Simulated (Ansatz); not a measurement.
This geometry of CH$_{5}$FSi$_{2}$Zn (10 atoms, charge 0, multiplicity 1) is a first-order saddle point.

Computed with RKS PBE0-D4/def2-SVP in Ansatz.

```xyz
10
Properties=species:S:1:pos:R:3
F -1.978 0.687 0.041
Si -0.374 0.440 -0.145
Si 0.077 -1.291 1.403
C 0.196 1.004 -1.761
Zn 0.677 2.574 -0.217
H -0.363 -0.860 2.765
H 1.552 -1.531 1.412
H -0.623 -2.563 1.030
H 1.283 0.820 -1.875
H -0.364 0.671 -2.652
```

Q: Which two structures does it join? (They come from a converged band through this point; their orientation in space is the band's.)

A: Bonds broken: C4–Zn5. CH5FSi2Zn becomes CH5FSi2 + Zn.

Initial state:

```xyz
10
Properties=species:S:1:pos:R:3
F -1.988 0.858 0.174
Si -0.350 0.711 0.154
Si 0.081 -1.277 1.362
C 0.257 0.975 -1.670
Zn 0.513 2.704 -0.685
H -0.396 -1.164 2.776
H 1.562 -1.494 1.375
H -0.567 -2.469 0.724
H 1.301 0.594 -1.724
H -0.329 0.510 -2.482
```

Final state:

```xyz
10
Properties=species:S:1:pos:R:3
F -2.041 0.960 -0.124
Si -0.548 0.371 -0.413
Si 0.148 -1.071 1.271
C 0.116 0.408 -1.985
Zn 0.635 2.409 1.313
H -0.320 -0.538 2.586
H 1.642 -1.061 1.236
H -0.353 -2.467 1.087
H 1.101 -0.042 -2.145
H -0.296 0.979 -2.822
```

Q: How far does it lie above each of them?

A: 0.109 eV above the first and 1.057 eV above the second. This is the barrier of this one path; another mechanism may lie lower. The orbitals stay closed-shell, which can raise the energy where a bond breaks towards radicals; this wasn't checked here.

The run took 18 min on 2 threads of Arm Neoverse N1 (shared host), peak memory 0.37 GiB.
